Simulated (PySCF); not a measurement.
C2H6N, SMILES CC[NH] (connectivity only; charge and spin as stated), charge -1, multiplicity 1. Atoms are numbered in the order given.

```xyz
9

C     -1.2039     0.2644     0.0423
C      0.1554    -0.4498    -0.2523
N      1.3317     0.2401     0.1294
H     -2.0874    -0.3090    -0.3491
H     -1.1943     1.2795    -0.4097
H     -1.3310     0.3927     1.1394
H      0.0087    -1.5077     0.1780
H      0.1680    -0.6172    -1.3653
H      1.4047     0.1939     1.1610
```
Charge -1, spin multiplicity 1.

Geometry optimised at PBE-D3(BJ)/def2-SVPD. The spin state was assumed, not searched. The isomer is the one that the SMILES or the coordinates give; other isomers of the formula were not compared. The values are those of a single conformer.

The numbers are results of PBE0/pcSseg-1 (PySCF), not measurements.

GIAO shieldings, no solvent; atoms listed in one row are averaged. δ = σ(ref) − σ: ¹³C against TMS (σ = 186.3 ppm); ¹⁵N against NH3 (σ = 267.4 ppm); ¹H against TMS (σ = 31.56 ppm), references at their B3LYP-D3(BJ)/def2-TZVP geometries, non-relativistic.

```tsv
nucleus	atoms	count	δ (ppm)
¹³C	C2	1	68.0
¹³C	C1	1	38.1
¹⁵N	N3	1	99.8
¹H	H7	1	5.23
¹H	H8	1	3.72
¹H	H4, H5, H6	3	0.89
¹H	H9	1	-1.77
```
